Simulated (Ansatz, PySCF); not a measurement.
Gas-phase reaction (SMILES): [OH][AlH][OH] + Cl (HCl) → [OH][Al]([OH])[Cl] + [H][H] (H2); hydrogen chloride cleaves one Al-H bond, a model of a ligand-exchange step.

Each molecule is optimised on its own at B3LYP-D3(BJ)/def2-TZVP (Ansatz, a first-principles code), one conformer each, not searched for the lowest. Valence correlation only, unless marked. No spin-orbit coupling. Non-relativistic. CBS marks a two-point X^-3 extrapolation of the correlation energy; Hartree-Fock from the larger set (for Q and 5 zeta extrapolated as (X+1)exp(-9√X)). Thermal terms are rigid-rotor harmonic-oscillator values from B3LYP-D3(BJ) frequencies (Ansatz or PySCF) at 298.15 K and 1 atm. 1 Eh = 627.5095 kcal/mol.

```csv
species,"E, CCSD(T)/CBS(cc-pV(Q+d)Z,cc-pV(5+d)Z) (Ansatz) (Eh)","E, r2SCAN-D4/def2-TZVPD (Ansatz + dftd4) (Eh)",H - E (Eh)
[OH][AlH][OH],-394.27654,-394.77019,0.03966
Cl (HCl),-460.37772,-460.78611,0.01000
[OH][Al]([OH])[Cl],-853.53481,-854.44107,0.03568
[H][H] (H2),-1.17453,-1.17100,0.01336
```

### Question
Work out ΔE and ΔH at 298.15 K at the first level, then ΔH at the second.

### Answer

1. ΔE = [(-853.53481) + (-1.17453)] - [(-394.27654) + (-460.37772)] = -0.05508 Eh = -34.6 kcal/mol at CCSD(T)/CBS(cc-pV(Q+d)Z,cc-pV(5+d)Z).
2. The terms H - E add up to -0.00062 Eh, so ΔH = (-0.05508 + (-0.00062))×627.5095 = -35.0 kcal/mol.
3. At r2SCAN-D4/def2-TZVPD the same steps give ΔE = -35.0 and ΔH = -35.4 kcal/mol, a shift of -0.4 from the first level.
4. These values are not checked against measurement here, since the tables used lack a sound gas-phase enthalpy of formation for at least one species.
